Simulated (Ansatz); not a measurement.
Single points on the cluster Cs3Ge3Br9.

```yaml
crystal:
  periodic: [false, false, false]
  atoms:
    - {symbol: Cs, position_ang: [-1.498048, 3.485948, -0.048083]}
    - {symbol: Cs, position_ang: [1.378846, -1.078038, 0.981555]}
    - {symbol: Cs, position_ang: [5.039681, 1.676177, -0.688411]}
    - {symbol: Ge, position_ang: [-5.652833, 0.863438, 0.779331]}
    - {symbol: Ge, position_ang: [5.880306, -2.283770, 0.448526]}
    - {symbol: Ge, position_ang: [-2.583687, -0.629290, -0.936205]}
    - {symbol: Br, position_ang: [-2.057201, 0.258849, 1.411695]}
    - {symbol: Br, position_ang: [-4.658999, 2.226311, -1.120361]}
    - {symbol: Br, position_ang: [4.147441, -1.808790, -1.346289]}
    - {symbol: Br, position_ang: [7.647196, -0.761353, -0.405456]}
    - {symbol: Br, position_ang: [4.870573, -0.671975, 2.147430]}
    - {symbol: Br, position_ang: [-7.913279, 0.753250, 0.003331]}
    - {symbol: Br, position_ang: [-1.381562, -2.777488, -0.718039]}
    - {symbol: Br, position_ang: [-4.896431, -1.519880, -0.286850]}
    - {symbol: Br, position_ang: [1.677967, 2.266610, -0.222173]}
basis:
  gaussian: {orbitals: def2-SVP, fitting: {mean_field: def2-universal-jkfit}, initial_orbitals: start.molden}
hamiltonian: {xc: pbe, dispersion: d4}
scf: {omitted_lower_state_checks: [starts]}
output: {orbitals: {seedname: orbitals}}
```

The file start.molden holds the orbitals of an earlier run on this structure, at another level or in another basis.

```sh
$ ansatz run in.yaml --threads 2 --pin off --events-out ev --progress --plain --max-ram 32768MiB --backend cuda --devices 0, --max-vram 18GiB
```

Output, abridged:

```
Functional definition: PBE
3582 factors; integrals over basis functions are off by at most 1.5e-2 eV
mean field evaluation 1: about -801419.5980 eV, gradient 2.5e1 eV
mean field evaluation 2: about -801420.2091 eV, gradient 6.8e-1 eV
mean field evaluation 4: about -801420.2110 eV, gradient 1.9e-2 eV
mean field -801420.21100673 eV, -29451.6495323676 hartree, gradient 1.2e-5 eV, S^2 0.000000; 0 other end points of the search recorded, 0 dependent functions left out
reference -801420.21115869 eV, -29451.6495379521 hartree; 219, 219 occupied and 237, 237 virtual orbitals, 3582 factors
Total energy: -801421.37408343 eV, -29451.6922746482 hartree
Checks for a lower state left out: starts
```

Hardware: 2 threads of AMD EPYC 7R13 on a shared host and a share (18 GiB) of an NVIDIA H100 80GB HBM3. Wall time 6 s, peak host memory 0.98 GiB.

Geometry: PBE-D4/def2-SVP.

In the def2 sets Cs takes a core potential; there is no spin–orbit coupling. Single mean-field runs in def2-SVP are fitted with def2-universal-jkfit. Another isomer (singlet) lies 0.34 eV lower at PBE0-D4/def2-TZVP; other spin states weren't run for this one.
